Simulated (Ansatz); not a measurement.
```yaml
crystal:
  periodic: [false, false, false]
  atoms:
    - {symbol: C, position_ang: [-0.737579, 1.115734, 0.404228]}
    - {symbol: Ga, position_ang: [0.147199, 0.090126, 0.440563]}
    - {symbol: C, position_ang: [1.058036, -0.343579, 1.387640]}
    - {symbol: O, position_ang: [0.181894, -0.618322, -0.517462]}
    - {symbol: Si, position_ang: [-0.287785, -0.694447, -1.620419]}
    - {symbol: H, position_ang: [-0.731190, 1.530192, 0.895948]}
    - {symbol: H, position_ang: [-0.587469, 1.350521, -0.188220]}
    - {symbol: H, position_ang: [-1.441532, 0.835160, 0.299812]}
    - {symbol: H, position_ang: [1.493010, -0.458760, 0.914026]}
    - {symbol: H, position_ang: [0.704410, -1.015092, 1.668224]}
    - {symbol: H, position_ang: [0.970315, 0.127145, 1.685588]}
    - {symbol: H, position_ang: [-0.668046, -1.608774, -1.473443]}
    - {symbol: H, position_ang: [-0.993423, 0.064217, -1.513261]}
    - {symbol: H, position_ang: [0.360598, -0.620400, -2.381778]}
basis:
  gaussian: {orbitals: def2-TZVPD}
hamiltonian: {xc: {name: HF}}
correlation: {method: ccsd, electrons: outside_noble_gas}
accuracy: high
```

```sh
$ ansatz run in.yaml --threads 2 --pin off --events-out ev --progress --plain --max-ram 22528MiB --backend cuda --devices 0, --max-vram 18GiB
```

Shortened log:

```
Functional definition: HF
4406 factors; integrals over basis functions are off by at most 4.4e-9 eV
mean field evaluation 1: about -64320.4773 eV, gradient 9.9e1 eV
mean field evaluation 2: about -64320.7462 eV, gradient 9.9e1 eV
mean field evaluation 4: about -64335.0904 eV, gradient 5.7e0 eV
mean field evaluation 8: about -64335.1728 eV, gradient 1.1e-1 eV
mean field evaluation 16: about -64335.1728 eV, gradient 3.1e-8 eV
mean field -64335.17281788 eV, -2364.2739931107 hartree, gradient 3.1e-8 eV, S^2 0.000000; 0 other end points of the search recorded, 0 dependent functions left out
22 core orbitals not correlated, not the lowest: weight in the atoms' cores, before any rotation towards them, 0.627 or more for the frozen orbitals, at most 0.293 for the correlated occupied ones
reference -64335.17281788 eV, -2364.2739931107 hartree; 15, 15 occupied and 255, 255 virtual orbitals, 4406 factors
second order -20.97351107 eV of doubles, -0.00000000 eV of singles
cycle   1  -21.97355326 eV  change    -1.0e0 eV  update   7.3e-2
cycle   2  -22.36324164 eV  change   -3.9e-1 eV  update   1.9e-2
cycle   3  -22.42106383 eV  change   -5.8e-2 eV  update   9.0e-3
cycle   4  -22.41215257 eV  change    8.9e-3 eV  update   2.3e-3
cycle   5  -22.41012074 eV  change    2.0e-3 eV  update   9.8e-4
cycle   6  -22.41054989 eV  change   -4.3e-4 eV  update   3.2e-4
cycle   7  -22.41064297 eV  change   -9.3e-5 eV  update   1.4e-4
cycle   8  -22.41063170 eV  change    1.1e-5 eV  update   5.2e-5
cycle   9  -22.41063617 eV  change   -4.5e-6 eV  update   2.2e-5
cycle  10  -22.41063506 eV  change    1.1e-6 eV  update   8.9e-6
cycle  11  -22.41063107 eV  change    4.0e-6 eV  update   3.9e-6
cycle  12  -22.41063335 eV  change   -2.3e-6 eV  update   1.7e-6
cycle  13  -22.41063416 eV  change   -8.1e-7 eV  update   6.5e-7
cycle  14  -22.41063461 eV  change   -4.6e-7 eV  update   2.7e-7
cycle  15  -22.41063483 eV  change   -2.2e-7 eV  update   1.1e-7
cycle  16  -22.41063483 eV  change   -2.1e-9 eV  update   4.3e-8
cycle  17  -22.41064407 eV  change   -9.2e-6 eV  update   3.5e-7
cycle  18  -22.41064537 eV  change   -1.3e-6 eV  update   1.0e-7
cycle  19  -22.41064561 eV  change   -2.4e-7 eV  update   2.8e-8
cycle  20  -22.41064561 eV  change   -1.3e-9 eV  update   1.0e-8
cycle  21  -22.41064559 eV  change    1.3e-8 eV  update   3.2e-9
cycle  22  -22.41064559 eV  change    1.5e-9 eV  update   1.2e-9
Total energy: -64357.58346347 eV, -2365.0975691457 hartree
```

Problem. Something in this input is off. What?

Solution. The geometry is squeezed to about two thirds of its size. The calculation finished and met its thresholds. The result belongs to that input, not to the molecule as meant.
